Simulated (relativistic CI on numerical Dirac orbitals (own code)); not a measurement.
**Sensitivity of the levels of Ni3+ to α and to the nuclear radius**

Calculated at this level of theory: Dirac-Coulomb-Breit CI, KLI orbitals optimised for each configuration, valence Slater integrals scaled by 0.85, P86 correlation energy added to each configuration, derivatives by finite differences, QED left out (own radial code, finite nucleus).

CI space (outside the closed core [Ne] 3s2): 3p6.3d7, 3p6.3d6.4s, 3p6.3d6.4p, 3p6.3d6.4d, 3p6.3d5.4s2, 3p5.3d8, 3p4.3d9. Levels of other configurations are missing.

With x = (α/α₀)² − 1 an excitation energy changes as ω = ω₀ + qx; K = 2q/ω₀ is the relative enhancement. Terms are leading LS components, so labels can repeat. The field-shift factor is F = δν/δ⟨r²⟩ for the transition from the lowest level.

Lowest level 3p6.3d7 4F_9/2.

| Level | ω₀ (cm⁻¹) | q (cm⁻¹) | K | F (GHz/fm²) |
| --- | --- | --- | --- | --- |
| 3p6.3d7 4F_7/2 | 1145.4 | 1168 | 2.04 | 0.00671 |
| 3p6.3d7 4F_5/2 | 1965.1 | 1942 | 1.98 | 0.0113 |
| 3p6.3d7 4F_3/2 | 2519.6 | 2441 | 1.94 | 0.0143 |
| 3p6.3d7 4P_5/2 | 17189.1 | 714.6 | 0.0831 | 0.033 |
| 3p6.3d7 4P_3/2 | 17476.5 | 725.1 | 0.083 | 0.0336 |
| 3p6.3d7 4P_1/2 | 18014.8 | 1464 | 0.163 | 0.0376 |
| 3p6.3d7 2G_9/2 | 18985.0 | 476.4 | 0.0502 | 0.0331 |
| 3p6.3d7 2G_7/2 | 20047.8 | 1590 | 0.159 | 0.0395 |
| 3p6.3d7 2P_3/2 | 23004.6 | 545.8 | 0.0475 | 0.0414 |
| 3p6.3d7 2P_1/2 | 24219.3 | 1871 | 0.154 | 0.0484 |
| 3p6.3d7 2D_5/2 | 24907.2 | 819.5 | 0.0658 | 0.0466 |
| 3p6.3d7 2H_11/2 | 26029.3 | 612.1 | 0.047 | 0.0466 |
| 3p6.3d7 2D_3/2 | 26798.0 | 3019 | 0.225 | 0.0582 |
| 3p6.3d7 2H_9/2 | 27004.9 | 1710 | 0.127 | 0.0527 |
| 3p6.3d7 2F_5/2 | 41953.4 | 717.9 | 0.0342 | 0.0745 |
| 3p6.3d7 2F_7/2 | 42358.9 | 1187 | 0.056 | 0.0771 |
| 3p6.3d7 2D_3/2 | 62730.3 | 629.4 | 0.0201 | 0.116 |
| 3p6.3d7 2D_5/2 | 63405.0 | 1355 | 0.0427 | 0.12 |
| 3p6.3d6.4s 6D_9/2 | 111547.3 | -6057 | -0.109 | 2.96 |
| 3p6.3d6.4s 6D_7/2 | 112313.9 | -5280 | -0.094 | 2.96 |
| 3p6.3d6.4s 6D_5/2 | 112870.3 | -4750 | -0.0842 | 2.96 |
| 3p6.3d6.4s 6D_3/2 | 113251.8 | -4397 | -0.0776 | 2.96 |
| 3p6.3d6.4s 6D_1/2 | 113475.3 | -4192 | -0.0739 | 2.97 |

For a near-neutral ion this model can misplace configurations by up to about 10,000 cm⁻¹ (more where the count of f electrons changes) and terms by 10 to 25 % of their spread. Rates follow the energies as ν³ (E1, M1) or ν⁵ (E2), so they and the lifetimes can be off by large factors. The fine structure of a lone outer electron comes out too small, for d and f at times inverted, and misplaced configurations move strength between like terms.
